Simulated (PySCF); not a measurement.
# Electron correlation in P²⁺ (phosphorus, charge +2)

[Ne] 3s2 4s1, 2S determinant (an excited configuration). Computed with PySCF 2.14 in dyall-acv3z, with the non-relativistic Hamiltonian (point nucleus). Frozen: [Ne]; 3 electrons correlated; the 23 highest virtual orbitals of each spin left out.

| level | correlation energy (mhartree) |
| --- | --- |
| CCSD | -62.41 |
| (T) | -2.11 |
| CCSD(T) | -64.52 |

Diagnostics: T1 = 0.013, D1 = 0.0309, largest double amplitude 0.104.

The outer electron is Rydberg-like, and this basis confines it to a smaller radius and binds it less than a complete one would.

Cost of the coupled-cluster step: about 40 core-seconds, for 3 correlated electrons.

Iterations:

```
CC2 = 0
CCSD nocc = (np.int64(2), np.int64(1)), nmo = (85, 85)
frozen orbitals [[0, 1, 2, 3, 4, 90, 91, 92, 93, 94, 95, 96, 97, 98, 99, 100, 101, 102, 103, 104, 105, 106, 107, 108, 109, 110, 111, 112], [0, 1, 2, 3, 4, 90, 91, 92, 93, 94, 95, 96, 97, 98, 99, 100, 101, 102, 103, 104, 105, 106, 107, 108, 109, 110, 111, 112]]
max_cycle = 100
direct = 0
conv_tol = 1e-08
conv_tol_normt = 1e-06
diis_space = 8
diis_start_cycle = 0
Init t2, MP2 energy = -0.04873148454042
Init E_corr(UCCSD) = -0.0487314845898039
cycle = 1  E_corr(UCCSD) = -0.0585837443403619  dE = -0.00985225975  norm(t1,t2) = 0.0526732
cycle = 2  E_corr(UCCSD) = -0.062071311004556  dE = -0.00348756666  norm(t1,t2) = 0.0296512
cycle = 3  E_corr(UCCSD) = -0.0634301359900968  dE = -0.00135882499  norm(t1,t2) = 0.0273828
cycle = 4  E_corr(UCCSD) = -0.0624617746462003  dE = 0.000968361344  norm(t1,t2) = 0.0298315
cycle = 5  E_corr(UCCSD) = -0.0623416182778043  dE = 0.000120156368  norm(t1,t2) = 0.00797748
cycle = 6  E_corr(UCCSD) = -0.0624082104445142  dE = -6.65921667e-05  norm(t1,t2) = 0.00182669
cycle = 7  E_corr(UCCSD) = -0.0624113501062312  dE = -3.13966172e-06  norm(t1,t2) = 0.000426082
cycle = 8  E_corr(UCCSD) = -0.0624090392733684  dE = 2.31083286e-06  norm(t1,t2) = 0.000108229
cycle = 9  E_corr(UCCSD) = -0.0624077336532328  dE = 1.30562014e-06  norm(t1,t2) = 3.84251e-05
cycle = 10  E_corr(UCCSD) = -0.0624079213615595  dE = -1.87708327e-07  norm(t1,t2) = 1.16359e-05
cycle = 11  E_corr(UCCSD) = -0.0624078520744713  dE = 6.92870882e-08  norm(t1,t2) = 1.73198e-06
cycle = 12  E_corr(UCCSD) = -0.0624078773142423  dE = -2.5239771e-08  norm(t1,t2) = 6.28221e-07
cycle = 13  E_corr(UCCSD) = -0.0624078965852227  dE = -1.92709805e-08  norm(t1,t2) = 1.66274e-07
cycle = 14  E_corr(UCCSD) = -0.0624078970817466  dE = -4.96523905e-10  norm(t1,t2) = 1.58818e-08
UCCSD converged
E(UCCSD) = -339.1802411742178  E_corr = -0.06240789708174663
UCCSD(T) correction = -0.0021138181456288
```
